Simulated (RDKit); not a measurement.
A run for RDKit: MMFF94 on H2O (SMILES O).

```python
from rdkit import Chem
from rdkit.Chem import AllChem, rdDetermineBonds

blocks = [
'''3

O     0.00716711    0.38955600   -0.00000000
H    -0.76847174   -0.18070572    0.00000000
H     0.76130462   -0.20885028   -0.00000000
''',
]
mol = None
for b in blocks:
    f = Chem.MolFromXYZBlock(b)
    rdDetermineBonds.DetermineBonds(f, charge=0)
    mol = f if mol is None else Chem.CombineMols(mol, f)
Chem.SanitizeMol(mol)
print(Chem.MolToSmiles(Chem.RemoveHs(mol)))
ff = AllChem.MMFFGetMoleculeForceField(mol, AllChem.MMFFGetMoleculeProperties(mol), nonBondedThresh=100.0, ignoreInterfragInteractions=False)
e = ff.CalcEnergy()
print(f'MMFF94 energy {e:.6f} kcal/mol')
```

Output:

```
O
MMFF94 energy 0.059938 kcal/mol
```

The run finished.

Cost: about 0.04 core-seconds (a rough figure).
